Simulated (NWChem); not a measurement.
System: ammonium (NH4 cation); SMILES [NH4+]

NWChem input:

```
start job
memory heap 200 mb stack 900 mb global 1100 mb
charge 1
geometry units angstroms
  N     -0.000000     0.000000    -0.000000
  H     -0.688316    -0.294313    -0.706845
  H      0.075697     1.026790    -0.001355
  H     -0.304513    -0.320449     0.929846
  H      0.917134    -0.412030    -0.221644
end
basis spherical
  * library def2-tzvp
end
dft
  xc pbe0
  disp vdw 4
  iterations 150
end
driver
  maxiter 120
end
task dft optimize
task dft freq
```

Excerpt of the output:

```
             Northwest Computational Chemistry Package (NWChem) 7.3.0
             --------------------------------------------------------

 TD  symmetry detected

                             Geometry "geometry" -> ""
                             -------------------------

 Output coordinates in angstroms (scale by  1.889725989 to convert to a.u.)

  No.       Tag          Charge          X              Y              Z
 ---- ---------------- ---------- -------------- -------------- --------------
    1 N                    7.0000     0.00000000     0.00000000     0.00000000
    2 H                    1.0000    -0.59442671    -0.59442671    -0.59442671
    3 H                    1.0000     0.59442671     0.59442671    -0.59442671
    4 H                    1.0000    -0.59442671     0.59442671     0.59442671
    5 H                    1.0000     0.59442671    -0.59442671     0.59442671

 Effective nuclear repulsion energy (a.u.)      16.2797732963

      Symmetry information
      --------------------

 Group name              Td
 Group number             42
 Group order              24
 No. of unique centers     2

                                Z-matrix (autoz)
                                --------

 Units are Angstrom for bonds and degrees for angles

      Type          Name      I     J     K     L     M      Value
      ----------- --------  ----- ----- ----- ----- ----- ----------
    1 Stretch                  1     2                       1.02958
    2 Stretch                  1     3                       1.02958
    3 Stretch                  1     4                       1.02958
    4 Stretch                  1     5                       1.02958
    5 Bend                     2     1     3               109.47122
    6 Bend                     2     1     4               109.47122
    7 Bend                     2     1     5               109.47122
    8 Bend                     3     1     4               109.47122
    9 Bend                     3     1     5               109.47122
   10 Bend                     4     1     5               109.47122

                           NWChem Geometry Optimization
                           ----------------------------

 maximum gradient threshold         (gmax) =   0.000450
 rms gradient threshold             (grms) =   0.000300
 maximum cartesian step threshold   (xmax) =   0.001800
 rms cartesian step threshold       (xrms) =   0.001200
 fixed trust radius                (trust) =   0.300000
 source of zmatrix                         =   autoz

          -------------------
          Energy Minimization
          -------------------

 Using diagonal initial Hessian
 Scaling for Hessian diagonals: bonds = 1.00  angles = 0.25  torsions = 0.10

          --------
          Step   0

                                 NWChem DFT Module
                                 -----------------

 Summary of "ao basis" -> "ao basis" (spherical)
 ------------------------------------------------------------------------------
       Tag                 Description            Shells   Functions and Types
 ---------------- ------------------------------  ------  ---------------------
 N                         def2-tzvp                11       31   5s3p2d1f
 H                         def2-tzvp                 4        6   3s1p

      Symmetry analysis of basis
      --------------------------

        a1         10
        a2          0
        e           6
        t1          6
        t2         33

            General Information
            -------------------
          SCF calculation type: DFT
          Wavefunction type:  closed shell.
          No. of atoms     :     5
          No. of electrons :    10
           Alpha electrons :     5
            Beta electrons :     5
          Charge           :     1
          Spin multiplicity:     1
          Use of symmetry is: on ; symmetry adaption is: on
          Maximum number of iterations: 150
          AO basis - number of functions:    55
                     number of shells:    27
          Convergence on energy requested:  1.00D-06
          Convergence on density requested:  1.00D-05
          Convergence on gradient requested:  5.00D-04

              XC Information
              --------------
                         PBE0 Method XC Functional
                     Hartree-Fock (Exact) Exchange  0.250
          PerdewBurkeErnzerhof Exchange Functional  0.750
            Perdew 1991 LDA Correlation Functional  1.000 local
           PerdewBurkeErnz. Correlation Functional  1.000 non-local

[...]

      ----------------------
      Optimization converged
      ----------------------

  Step       Energy      Delta E   Gmax     Grms     Xrms     Xmax
  ---- ---------------- -------- -------- -------- -------- --------
@    2     -56.85481035 -1.3D-07  0.00000  0.00000  0.00002  0.00002
                                     ok       ok       ok       ok

                                Z-matrix (autoz)
                                --------

 Units are Angstrom for bonds and degrees for angles

      Type          Name      I     J     K     L     M      Value     Gradient
      ----------- --------  ----- ----- ----- ----- ----- ---------- ----------
    1 Stretch                  1     2                       1.02358    0.00000
    2 Stretch                  1     3                       1.02358    0.00000
    3 Stretch                  1     4                       1.02358    0.00000
    4 Stretch                  1     5                       1.02358    0.00000
    5 Bend                     2     1     3               109.47122   -0.00000
    6 Bend                     2     1     4               109.47122    0.00000
    7 Bend                     2     1     5               109.47122   -0.00000
    8 Bend                     3     1     4               109.47122   -0.00000
    9 Bend                     3     1     5               109.47122    0.00000
   10 Bend                     4     1     5               109.47122   -0.00000

                         Geometry "geometry" -> "geometry"
                         ---------------------------------

 Output coordinates in angstroms (scale by  1.889725989 to convert to a.u.)

  No.       Tag          Charge          X              Y              Z
 ---- ---------------- ---------- -------------- -------------- --------------
    1 N                    7.0000     0.00000000     0.00000000     0.00000000
    2 H                    1.0000    -0.59096218    -0.59096218    -0.59096218
    3 H                    1.0000     0.59096218     0.59096218    -0.59096218
    4 H                    1.0000    -0.59096218     0.59096218     0.59096218
    5 H                    1.0000     0.59096218    -0.59096218     0.59096218

 Effective nuclear repulsion energy (a.u.)      16.3752136927

      Symmetry information
      --------------------

 Group name              Td
 Group number             42
 Group order              24
 No. of unique centers     2

                Final and change from initial internal coordinates
                --------------------------------------------------

                                Z-matrix (autoz)
                                --------

 Units are Angstrom for bonds and degrees for angles

[...]

 Rotational Constants
 --------------------
 A=   5.986949 cm-1  (  8.613692 K)
 B=   5.986949 cm-1  (  8.613692 K)
 C=   5.986949 cm-1  (  8.613692 K)

 Temperature                      =   298.15K
 frequency scaling parameter      =   1.0000

 Zero-Point correction to Energy  =   31.158 kcal/mol  (  0.049654 au)
 Thermal correction to Energy     =   32.947 kcal/mol  (  0.052505 au)
 Thermal correction to Enthalpy   =   33.540 kcal/mol  (  0.053449 au)

 Total Entropy                    =   44.385 cal/mol-K
   - Translational                =   34.597 cal/mol-K (mol. weight =  18.0344)
   - Rotational                   =    9.741 cal/mol-K (symmetry #  =       12)
   - Vibrational                  =    0.047 cal/mol-K

 Cv (constant volume heat capacity) =    6.266 cal/mol-K
   - Translational                  =    2.979 cal/mol-K
   - Rotational                     =    2.979 cal/mol-K
   - Vibrational                    =    0.307 cal/mol-K

[normal modes left out]

 ----------------------------------------------------------------------------
 Normal Eigenvalue ||           Projected Infra Red Intensities
  Mode   [cm**-1]  || [atomic units] [(debye/angs)**2] [(KM/mol)] [arbitrary]
 ------ ---------- || -------------- ----------------- ---------- -----------
    1       -0.000 ||    0.001047           0.024         1.021       0.127
    2        0.000 ||    0.000483           0.011         0.471       0.059
    3        0.000 ||    0.054397           1.255        53.029       6.619
    4        0.000 ||    0.054872           1.266        53.492       6.677
    5        0.000 ||    0.000166           0.004         0.162       0.020
    6        0.000 ||    0.055384           1.278        53.991       6.739
    7     1481.310 ||    0.164967           3.806       160.818      20.073
    8     1481.310 ||    0.164967           3.806       160.818      20.073
    9     1481.310 ||    0.164967           3.806       160.818      20.073
   10     1722.182 ||    0.000000           0.000         0.000       0.000
   11     1722.182 ||    0.000000           0.000         0.000       0.000
   12     3396.967 ||    0.000000           0.000         0.000       0.000
   13     3506.929 ||    0.190507           4.395       185.716      23.180
   14     3506.929 ||    0.190507           4.395       185.716      23.180
   15     3506.929 ||    0.190507           4.395       185.716      23.180
 ----------------------------------------------------------------------------
```

Level: PBE0-D3(BJ)/def2-TZVP.
